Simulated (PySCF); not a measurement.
C5H5F2NO.
Cartesian coordinates in Å at the GFN2-xTB level; atoms count from 1:
```xyz
14
C5H5F2NO angstrom
C     -1.2533   -0.4134   -1.6893
C     -0.5471    0.0566   -0.4181
C     -0.0818    1.4263   -0.5923
N      0.3128    2.4861   -0.7476
O      0.5574   -0.8226   -0.2014
C      1.2779   -0.7159    0.9336
C      1.0835    0.0309    2.0106
F      1.9163   -0.0128    3.0512
F      0.0975    0.8988    2.2545
H     -2.0991    0.2339   -1.9049
H     -0.5588   -0.3886   -2.5254
H     -1.6028   -1.4332   -1.5531
H     -1.2391    0.0260    0.4373
H      2.1359   -1.3724    0.9227
```

Computed at B3LYP/pcJ-1 (PySCF, non-relativistic), with Q(14N) = 0.02044 b, Q(17O) = −0.0256 b: N4, 14N (I = 1): χzz = -4.873 MHz, η = 0.157; O5, 17O (I = 5/2): χzz = -11.84 MHz, η = 0.804.

(1) Find the zero-field quadrupole resonance frequencies of 14N at N4.

(2) Where would the pure quadrupole (NQR) lines of 17O at O5 fall for the rigid, isolated species?

Results:

(1) From ν± = (3/4)|χ|(1 ± η/3) and ν0 = |χ|η/2: ν+ 3.845 MHz, ν− 3.463 MHz, ν0 0.382 MHz (nitrile nitrogen).

(2) From the eigenvalues of H = χ/[4I(2I − 1)] × [3Iz² − I(I + 1) + η(Ix² − Iy²)], steps between neighbouring levels, labelled as for η = 0: ±1/2↔±3/2 2.742 MHz, ±3/2↔±5/2 3.235 MHz (ether oxygen).

In a crystal, neighbours and librations shift these lines. GFN2-xTB bond lengths can be off by several hundredths of an ångström, more for odd bonds, and the gradients follow them. A larger basis could move these couplings by a tenth or more.

One conformer stands for the species.
